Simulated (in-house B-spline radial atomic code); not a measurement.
Configurations of Ne, with energies counted from [He] 2s2 2p6. Level of theory: Dirac-Hartree-Fock, average of configuration, Fermi nucleus of rms radius 3.0055 fm; calculated with a B-spline radial code for spherical atoms. Energies include first-order Breit, QED and recoil terms.

Occupations are held fixed; configurations that lie above the ionisation limit could autoionise.

```json
{"configuration": "[He] 2s2 (2p1/2)1 (2p3/2)4 4s1", "E - E(ref) (eV)": "18.035", "highest orbital": "4s1/2", "its <r> (bohr)": "11.11"}
{"configuration": "[He] 2s2 (2p1/2)2 (2p3/2)3 (5p1/2)1", "E - E(ref) (eV)": "19.011", "highest orbital": "5p1/2", "its <r> (bohr)": "25.3"}
{"configuration": "[He] 2s2 (2p1/2)2 (2p3/2)3 (5d3/2)1", "E - E(ref) (eV)": "19.244", "highest orbital": "5d3/2", "its <r> (bohr)": "34.38"}
{"configuration": "[He] 2s1 2p6 (5g7/2)1", "E - E(ref) (eV)": "48.89", "highest orbital": "5g7/2", "its <r> (bohr)": "27.5"}
{"configuration": "[He] 2s1 2p6 (6p3/2)1", "E - E(ref) (eV)": "48.929", "highest orbital": "6p3/2", "its <r> (bohr)": "39.4"}
{"configuration": "[He] 2s1 2p6 (6f5/2)1", "E - E(ref) (eV)": "49.057", "highest orbital": "6f5/2", "its <r> (bohr)": "48"}
```

Task: Order these further configurations by energy, lowest first.
A. [He] 2s1 2p6 (5d5/2)1
B. [He] 2s1 2p6 (4d5/2)1
C. [He] 2s2 (2p1/2)1 (2p3/2)4 (3d3/2)1
D. [He] 2s1 2p6 (6d3/2)1
E. [He] 2s1 2p6 (3p3/2)1

Result: C (18.367 eV), E (46.52 eV), B (48.582 eV), A (48.889 eV), D (49.056 eV).

Task: How far above the reference does [He] 2s2 (2p1/2)1 (2p3/2)4 (4f7/2)1 lie?

Result: 19.032 eV; its least bound orbital is 4f7/2 with <r> = 18 bohr.

Task: How far above the reference does [He] 2s1 2p6 (4p3/2)1 lie?

Result: 48.087 eV; its least bound orbital is 4p3/2 with <r> = 14.25 bohr.
